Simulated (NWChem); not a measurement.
Species: hydrogen telluride (H2Te); SMILES [TeH2]

Program: NWChem. STO-3G and 3-21G are far too small for this property and stand as cheap habits. Coordinates come from a PBE0/def2-SVP optimisation. def2 effective core potentials on Te; no spin-orbit coupling. B3LYP is NWChem's, with the RPA form of VWN correlation. Field at 589 nm.

Question: Order these runs by computing time, cheapest first, and give rough ratios: B3LYP/def2-TZVPD (core potentials); B3LYP/STO-3G (all-electron, non-relativistic); B3LYP/def2-SVPD (core potentials).

Answer: B3LYP/STO-3G (all-electron, non-relativistic) (1), B3LYP/def2-SVPD (core potentials) (4), B3LYP/def2-TZVPD (core potentials) (20). Ratios are rough, from one shared machine; the cheapest took around 7 core-seconds (rough). What differs between the cheapest and the dearest: isotropic polarisability (bohr³) 11.2 → 47.2; anisotropy (bohr³) 12.5 → 3.8.
